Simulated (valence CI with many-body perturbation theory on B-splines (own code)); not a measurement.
**Ladder of approximations for Sb46+**

Calculated by configuration interaction combined with many-body perturbation theory (CI+MBPT): three valence electrons over a frozen Dirac-Fock core [He], a basis of 11 s, 11 p, 9 d, 7 f, 5 g, 2 h, 1 i functions for each j, with the one-electron correlation potential Σ1 (screened to all orders), the two-electron term Σ2, the three-electron term Σ3, Breit, model QED; selected single and double excitations, second order for the rest (own B-spline code, finite nucleus).

No measured spectrum was set against this ion. As an estimate, large intervals hold to a few tenths of a per cent, small ones and those within an open d or f shell to about a per cent.

Each rung adds one term. CI alone is the Dirac-Coulomb CI over the frozen core; QED comes last and gives the full result, which names the levels. Energies are above (2s^2 2p1/2) J=1/2 on the same rung, in eV.

Levels are named by their leading jj configuration (3d3/2^4 stands for four electrons in 3d with j = 3/2), which in mixed levels can hold well under half, so a name can repeat and another be missing. Letters in brackets count levels of one name in rising energy.

```csv
Level,CI alone,+ Σ1,+ Σ2,+ Σ3,+ Breit,Full
(2s 2p1/2^2) J=1/2,149.6,149.3,149.3,149.3,154.7,149.7
(2s^2 2p3/2) J=3/2,283.4,283.5,283.5,283.5,278.4,278.9
(2s 2p1/2 2p3/2) J=3/2 [a],387.9,387.7,387.7,387.7,388.0,383.6
(2s 2p1/2 2p3/2) J=5/2,421.0,420.9,420.8,420.8,417.9,413.4
(2s 2p1/2 2p3/2) J=3/2 [b],466.6,466.5,466.3,466.2,464.9,460.4
(2s 2p1/2 2p3/2) J=1/2,465.9,465.7,465.4,465.4,466.1,461.6
(2p1/2^2 2p3/2) J=3/2,627.7,627.3,626.9,626.9,631.5,622.2
(2s 2p3/2^2) J=5/2,691.1,691.1,691.0,691.0,684.6,680.7
(2s 2p3/2^2) J=1/2,756.8,756.8,756.7,756.6,753.5,749.6
(2s 2p3/2^2) J=3/2,760.6,760.5,760.2,760.1,754.6,750.7
(2p1/2 2p3/2^2) J=3/2,881.5,881.2,880.8,880.8,880.7,871.8
(2p1/2 2p3/2^2) J=5/2,903.5,903.1,902.8,902.8,899.5,890.6
(2p1/2 2p3/2^2) J=1/2,935.0,934.7,934.4,934.4,935.4,926.5
(2p3/2^3) J=3/2,1195.8,1195.6,1195.3,1195.2,1190.2,1181.8
(2s^2 3s) J=1/2,4566.8,4567.1,4567.1,4567.0,4559.0,4560.4
(2s^2 3p1/2) J=1/2,4619.2,4619.5,4619.5,4619.4,4612.9,4612.8
(2s 2p1/2 3s) J=1/2 [a],4669.4,4669.5,4669.4,4669.4,4666.2,4662.8
(2s 2p1/2 3s) J=3/2,4683.7,4683.8,4683.7,4683.7,4678.2,4675.7
(2s 2p1/2 3s) J=1/2 [b],4706.0,4706.1,4706.0,4706.0,4702.1,4698.7
```

Problem. How does the ionisation energy move along the ladder, and which term matters most?

Solution. CI alone 8144.8, + Σ1 8145.2, + Σ2 8145.1, + Σ3 8145.1, + Breit 8135.6, + QED 8135.7 eV. The largest step is Breit, -9.5 eV. NIST lists 8140 ± 4 eV (theoretical).
